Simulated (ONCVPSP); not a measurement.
# Transferability test, ONCV potential for nitrogen

ONCVPSP 4.0.1 input, shortened (lines: element, Z, core and valence counts, functional; n l f; lmax; l rc ep ncon nbas qcut; lloc lpopt rc5 dvloc0; l nproj debl; icmod fcfact rcfact), PBE, scalar-relativistic:

```
  N 7.00    1    2        4      upf
    1    0    2.00
    2    0    2.00
    2    1    3.00
    2
    0    0.70    0.00    4    7    9.80
    1    2.10    0.00    4    7    6.20
    2    1.90    0.08    4    7    5.20
    4    5    0.45    0.00
    0    1    1.30
    1    2    2.40
    2    2    3.30
    1    0.35    0.00
```

Energies are relative to the spin-unpolarised reference configuration 2s2 2p3; without spin polarisation the order of configurations can differ from experiment.

| valence configuration | charge | ΔE all-electron (eV) | error AE − PS (meV) |
| --- | --- | --- | --- |
| 2s2 2p1 | +2 | 42.445 | +612 |
| 2s2 2p0 | +3 | 89.527 | +2256 |
| 2s2 2p2.5 | +0.5 | 5.093 | +14 |

Q: What are ΔE and the potential's error for 2s2 2p2?

A: ΔE = 13.591 eV all-electron; the error (AE − PS) is +83 meV.

Levels in the configuration 2s2 2p1:

```json
{"level": "2s", "all-electron (eV)": "-49.160", "pseudo (eV)": "-48.750"}
{"level": "2p", "all-electron (eV)": "-37.512", "pseudo (eV)": "-36.563"}
```

Note: ghosts flagged at negative energy: d at -1037.4 eV; GHOST(+) flagged for p at 72.4 eV. A true bound ghost makes a file unfit for plane-wave use.
